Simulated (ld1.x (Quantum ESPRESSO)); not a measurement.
## phosphorus: TM pseudisation with PBEsol, scalar-relativistic reference atom.

P (Z = 15), norm-conserving Troullier–Martins (Kleinman–Bylander form), made with ld1.x (Quantum ESPRESSO) 7.5 (PBEsol, scalar-relativistic). Core [Ne], reference 3s1.5 3p3.5. Waves: 3s (bound): rc 1.60 bohr; 3p (bound): rc 1.35 bohr. Local part: all-electron potential smoothed inside 1.10 bohr (lloc = -1). Core correction: none.

Task: Does the generator finish with these settings?

Result: Yes, a potential is produced and its reference levels are reproduced.

Task: Estimate the cutoffs (Ry, on a coarse ladder) from which the occupation-weighted sum of valence levels, in a spherical-Bessel basis at the reference potential, stays within 10 and 1 mRy of its value at 400 Ry.

Result: 50 Ry and 90 Ry.

Task: Does the potential have ghost states?

Result: No extra level below or beside the all-electron valence levels (s, p, d, f tested). The logarithmic derivative shows an extra or strongly shifted pseudo pole above the reference energy (s near 0.40 Ry).

Task: Tests: 3s2 3p3; 3s2 3p2; 3s2 3p1; 3s0 3p5; 3s1 3p3; 3s1 3p0; 3s2 3p0. Which has the largest error in its energy relative to the reference configuration, and how large is it?

Result: 3s1 3p0, with +637 meV (all-electron minus pseudo) on +106.19 eV.
